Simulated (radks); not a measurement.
The numbers below are computed, except where a source is named.
The bismuth anion Bi3-, [Rn], held by a Watson sphere: a shell of charge +3 at radius R that stands for the Madelung well of a crystal (potential energy -3/R inside, -3/r outside, in hartree with lengths in bohr). Level of theory: scalar-relativistic Kohn-Sham, LDA (Slater exchange, Perdew-Wang correlation), spin-polarised, spherical densities, finite nucleus; Fermi nuclear charge, rms radius of each element as measured or else 0.836 A^(1/3) + 0.57 fm (a radial shooting solver on a logarithmic mesh with Libxc functionals). Response by self-consistent Sternheimer equations with the Hartree and adiabatic LDA kernel, the relativistic mass of each level held fixed and spin-orbit coupling left out. The sphere does not respond.

[
 {"R (bohr)": "3.07", "e(5d) (eV)": "-26.220", "e(6s) (eV)": "-15.324", "e(6p) (eV)": "-6.262", "<r> 6p (bohr)": "3.059", "sum of <r^2> (bohr^2)": "108.6", "X-ray form factor at sin(theta)/lambda = 0.1 1/angstrom": "79.634", "alpha (bohr^3)": "72.33"},
 {"R (bohr)": "4.08", "e(5d) (eV)": "-24.782", "e(6s) (eV)": "-13.266", "e(6p) (eV)": "-4.812", "<r> 6p (bohr)": "3.464", "sum of <r^2> (bohr^2)": "128.2", "X-ray form factor at sin(theta)/lambda = 0.1 1/angstrom": "79.083", "alpha (bohr^3)": "134.5"},
 {"R (bohr)": "5.04", "e(5d) (eV)": "-24.122", "e(6s) (eV)": "-12.197", "e(6p) (eV)": "-3.752", "<r> 6p (bohr)": "3.827", "sum of <r^2> (bohr^2)": "148.6", "X-ray form factor at sin(theta)/lambda = 0.1 1/angstrom": "78.715", "alpha (bohr^3)": "235.7"},
 {"R (bohr)": "5.58", "e(5d) (eV)": "-23.880", "e(6s) (eV)": "-11.816", "e(6p) (eV)": "-3.288", "<r> 6p (bohr)": "4.020", "sum of <r^2> (bohr^2)": "160.9", "X-ray form factor at sin(theta)/lambda = 0.1 1/angstrom": "78.571", "alpha (bohr^3)": "317.2"},
 {"R (bohr)": "6.28", "e(5d) (eV)": "-23.644", "e(6s) (eV)": "-11.463", "e(6p) (eV)": "-2.800", "<r> 6p (bohr)": "4.261", "sum of <r^2> (bohr^2)": "178.0", "X-ray form factor at sin(theta)/lambda = 0.1 1/angstrom": "78.444", "alpha (bohr^3)": "458.9"},
 {"R (bohr)": "6.33", "e(5d) (eV)": "-23.629", "e(6s) (eV)": "-11.442", "e(6p) (eV)": "-2.770", "<r> 6p (bohr)": "4.278", "sum of <r^2> (bohr^2)": "179.3", "X-ray form factor at sin(theta)/lambda = 0.1 1/angstrom": "78.437", "alpha (bohr^3)": "470.9"},
 {"R (bohr)": "6.43", "e(5d) (eV)": "-23.602", "e(6s) (eV)": "-11.403", "e(6p) (eV)": "-2.710", "<r> 6p (bohr)": "4.312", "sum of <r^2> (bohr^2)": "181.8", "X-ray form factor at sin(theta)/lambda = 0.1 1/angstrom": "78.424", "alpha (bohr^3)": "495.7"}
]
